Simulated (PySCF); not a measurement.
## Which functional comes closest?

Molecule: SMILES CCCCC(=O)OC, C6H12O2.

Cartesian coordinates in Å; atom numbers follow the order of the lines, from 1:
```xyz
20

C    -3.068    0.214   -0.786
C    -1.663   -0.324   -0.572
C    -1.069    0.081    0.771
C     0.340   -0.442    0.999
C     1.366    0.211    0.110
O     1.209    1.235   -0.503
O     2.514   -0.478    0.099
C     3.561    0.078   -0.676
H    -3.761   -0.145   -0.007
H    -3.476   -0.094   -1.761
H    -3.080    1.316   -0.754
H    -1.003    0.038   -1.377
H    -1.670   -1.426   -0.648
H    -1.719   -0.280    1.586
H    -1.052    1.181    0.844
H     0.667   -0.256    2.037
H     0.406   -1.533    0.861
H     4.384   -0.646   -0.649
H     3.235    0.247   -1.713
H     3.891    1.041   -0.259
```

Geometry PBE0-D3(BJ)/def2-SVP throughout; GIAO in PySCF 2.14.0 with density-fitted response routines, gas phase, one conformer, non-relativistic; equivalent atoms averaged; basis pcSseg-1.

Reference values (measured; solution, not stated per compound (mostly CDCl3 or CCl4); Pretsch, Buehlmann, Badertscher, Structure Determination of Organic Compounds, 4th ed. (2009)): δ(H16/H17) = 2.31 ppm, δ(H14/H15) = 1.61 ppm, δ(H12/H13) = 1.33 ppm, δ(H9/H10/H11) = 0.92 ppm. Computed shifts are taken against TMS, calculated as an isolated molecule at each level.

How do the functionals LDA, PBE, BLYP, KT2, KT3, B97-D, PBE0, mPW1PW91, wB97X-D, LC-wPBE perform against the reference? Times are CPU seconds on shared hosts with different chips, so compare them loosely.

## Answers


```
functional                    kind  H16/H17  H14/H15  H12/H13  H9/H10/H11  mean abs. error H  core-s
       LDA                     LDA     2.34     1.39     1.22        0.96               0.10      30
       PBE                     GGA     2.27     1.39     1.22        0.98               0.11      36
      BLYP                     GGA     2.26     1.40     1.24        1.01               0.11      40
       KT2                     GGA     2.26     1.39     1.20        0.99               0.12      65
       KT3                     GGA     2.23     1.40     1.23        0.99               0.12      40
     B97-D                     GGA     2.27     1.40     1.24        1.02               0.11      39
      PBE0           global hybrid     2.20     1.35     1.13        0.98               0.16      52
  mPW1PW91           global hybrid     2.20     1.34     1.15        0.98               0.15      29
   wB97X-D  range-separated hybrid     2.16     1.32     1.12        0.98               0.18      38
   LC-wPBE  range-separated hybrid     2.12     1.29     1.08        0.95               0.20      44
```

For $^{1}$H the closest is LDA (0.10 ppm, with PBE, B97-D, BLYP, KT3, KT2 practically level) and the furthest LC-wPBE (0.20 ppm). One molecule is a small sample, and vibrational and solvent effects are absent from the calculation.
